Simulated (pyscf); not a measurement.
[H₃C–In–Cl]•, doublet

Gas-phase minimum from PySCF at ωB97X-D3(BJ)/def2-SVP, one conformer. Other isomers of [H₃C–In–Cl]• were not searched in full and may lie lower. 

SMILES: [CH3][In][Cl]
```xyz
6

C      0.5997    -0.3894    -0.0085
In    -1.0402     0.7501    -0.9488
Cl    -0.7201     3.1106    -0.8404
H      1.0523    -1.0524    -0.7592
H      0.1916    -0.9838     0.8212
H      1.3292     0.3476     0.3572
```
Charge 0, spin multiplicity 2.

Bonds (Å): C1–In2 2.207, C1–H4 1.099, C1–H5 1.099, C1–H6 1.100, In2–Cl3 2.385. Angles (°): In2–C1–H4 109.0, In2–C1–H5 109.0, In2–C1–H6 106.8, H4–C1–H5 110.0, H4–C1–H6 111.0, H5–C1–H6 111.0, C1–In2–Cl3 113.1.

Properties at ωB97X-D3(BJ)/def2-SVP:

| Quantity | Value |
|---|---|
| Harmonic wavenumbers, unscaled | 7, 104, 348, 440, 645, 677, 1126, 1426, 1430, 3078, 3208, 3212 cm⁻¹ |
| Zero-point energy | 22.4 kcal/mol |
| Rotational symmetry number | 1 |
| Entropy of this conformer at 298 K and 1 atm, rigid rotor and harmonic oscillator, modes under 100 cm⁻¹ raised to 100 | 328.1 J/(mol K) |
| Dipole moment | 3.34 D |
| Spin expectation value S2 | 0.759 |

Single-point totals, which compare only within one level (frozen core for MP2 and CC):

```tsv
level	total energy (hartree)
ωB97X-D3(BJ)/def2-TZVP	-690.40353
PBE/def2-TZVP	-690.06203
r²SCAN/def2-TZVP	-690.32255
B3LYP-D3(BJ)/def2-TZVP	-690.40203
PBE0-D3(BJ)/def2-TZVP	-690.10763
M06-2X/def2-TZVP	-690.20108
ωB97M-D3(BJ)/def2-TZVP	-690.39176
UHF/def2-TZVPP	-688.39544
MP2/def2-TZVPP	-689.02699
CCSD/def2-TZVPP	-689.05295
CCSD(T)/def2-TZVPP	-689.07707
```

The lowest mode is so soft that the shape along it may change with the basis. Soft torsions are taken as harmonic, which can shift the entropy by several J/(mol K). The CCSD(T) − MP2 part came from Ansatz, without density fitting, on the same reference. The frozen core leaves the outer d or s,p core shells of the metals and heavy elements correlated in the MP2 and CC values, and def2-TZVPP describes them poorly, so these totals are far from the basis limit. Elements past Kr carry the def2 core potentials, without spin-orbit coupling.
